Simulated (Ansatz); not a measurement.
Sn23H32 was relaxed with PBE-D4 (def2-SVP) in Ansatz in these states: neutral singlet, neutral triplet. The geometries follow in no particular order.

In the def2 sets Sn takes a core potential; there is no spin–orbit coupling. Single mean-field runs in def2-SVP are fitted with def2-universal-jkfit.

A:

Cartesian coordinates in Å:
```
Sn -2.5875 2.5621 -4.3356
Sn -0.1313 -1.3237 -5.1641
Sn -4.2499 3.1793 0.0487
Sn -3.7197 -0.0664 3.3185
Sn -1.9454 -0.6953 -0.9849
Sn 1.8124 1.7133 -2.2517
Sn -0.5974 2.5261 1.6827
Sn 2.1759 -1.4173 0.9863
Sn 3.9868 -2.1787 -3.1938
Sn 0.5439 -0.5426 5.2205
Sn 3.9882 1.9912 3.4949
Sn -3.6539 1.3223 -2.0426
Sn -1.5553 -2.5720 -3.0742
Sn -1.8210 0.6510 -6.2578
Sn 2.2935 -0.1971 -4.2673
Sn -3.3686 -1.8574 1.1648
Sn -5.4196 2.0168 2.3845
Sn -1.3398 1.2424 4.1006
Sn 2.8134 -3.3918 -0.9411
Sn 1.0704 -2.5562 3.3211
Sn 0.4297 0.5478 -0.0807
Sn 4.5503 -0.0254 1.6182
Sn 2.9382 0.8171 5.8245
H -3.7671 3.6427 -5.0148
H -1.2137 3.5183 -3.8813
H 0.2222 -2.4940 -6.4095
H -4.4990 -0.8980 4.6450
H 0.9398 3.0747 -2.8880
H 3.3376 2.3145 -1.6692
H -2.2515 3.0742 0.8762
H 0.5326 3.8457 1.9418
H 4.3965 -3.3548 -4.4060
H 5.4720 -1.4300 -2.6906
H -0.1167 -1.2536 6.6737
H 2.7884 3.0523 2.8235
H 5.3929 2.9456 3.8654
H -5.1553 0.5696 -2.5308
H -3.1088 -3.0835 -3.6680
H -0.7339 -3.9863 -2.4868
H -3.2628 -0.1148 -6.8536
H -1.0648 1.4303 -7.6150
H 3.0779 0.5502 -5.6356
H -4.9381 -2.3182 0.5690
H -2.5817 -3.3116 1.6991
H -7.0334 1.4591 2.0439
H -5.5725 3.2461 3.6072
H -1.7995 2.4254 5.3018
H 1.3839 -4.2532 -1.4223
H 3.9060 -4.5553 -0.2489
H -0.4073 -3.3672 2.8956
H 2.1455 -3.7620 3.9649
H 5.2004 0.6611 0.1597
H 5.7611 -1.0978 2.2533
H 2.6394 2.0207 7.0412
H 4.0965 -0.2959 6.4873
```

B:

Cartesian coordinates in Å:
```
Sn 5.1580 -2.2428 -0.1837
Sn 1.8156 -4.6040 2.0248
Sn 4.0862 1.5172 -2.8187
Sn -0.2499 1.1548 -4.9109
Sn 0.7729 -1.7737 -1.4692
Sn 1.8925 0.0061 2.7623
Sn 0.9011 2.6039 -0.9370
Sn -2.4142 0.3925 1.3467
Sn -1.2792 -2.4704 4.7919
Sn -3.4367 3.4120 -2.0137
Sn -1.7866 4.8997 1.9882
Sn 3.4611 -1.2728 -2.2306
Sn 0.1867 -4.2559 -0.2491
Sn 4.4700 -4.6653 1.0782
Sn 1.3913 -2.5294 3.8870
Sn -0.9595 -1.2689 -3.6487
Sn 2.5564 1.2578 -5.2787
Sn -0.8287 3.2354 -3.0871
Sn -3.0977 -1.9944 2.6959
Sn -4.2118 1.0221 -0.7342
Sn 0.2693 0.2257 0.4648
Sn -2.4838 2.4825 3.2417
Sn -3.5511 5.4959 -0.1174
H 6.7749 -2.4329 -0.8053
H 5.2766 -1.0516 1.0798
H 1.3950 -6.0970 2.8246
H -1.2465 1.4277 -6.3183
H 3.5620 0.2356 2.3483
H 1.4462 1.2580 3.8838
H 2.4317 2.0392 -1.8426
H 1.6950 3.8947 -0.0773
H -1.6949 -3.9470 5.6084
H -1.4681 -1.1788 5.9397
H -4.5205 3.7532 -3.3374
H -0.2046 4.6926 1.2927
H -1.6643 6.2218 3.1088
H 3.7345 -2.3620 -3.5731
H 0.5295 -5.5269 -1.3861
H -1.5085 -4.3520 0.1250
H 4.5702 -5.9835 -0.0510
H 5.5503 -5.0416 2.3883
H 2.4279 -2.7728 5.2688
H -0.7729 -2.5649 -4.7947
H -2.6214 -1.2900 -3.1339
H 2.9272 -0.1852 -6.1884
H 2.7947 2.5654 -6.4136
H -0.3600 4.8100 -3.6762
H -3.1304 -3.3221 1.5794
H -4.7072 -1.8047 3.3267
H -4.3279 -0.2920 -1.8613
H -5.7886 1.2605 -0.0381
H -1.3835 2.1343 4.5398
H -4.0702 2.6318 3.9340
H -3.1404 7.0133 -0.8548
H -5.1676 5.6390 0.5013
```

**Question.** Judge from the bond lengths which geometry belongs to which state (an estimate).

**Answer.** A is the neutral triplet (Sn3–H30 2.166 Å, Sn3–Sn12 2.860 Å, Sn7–H30 1.920 Å); B is the neutral singlet (Sn3–H30 1.991 Å, Sn3–Sn12 2.919 Å, Sn7–H30 1.866 Å).

At PBE0-D4/def2-TZVP a singlet lies 1.36 eV below the neutral triplet.
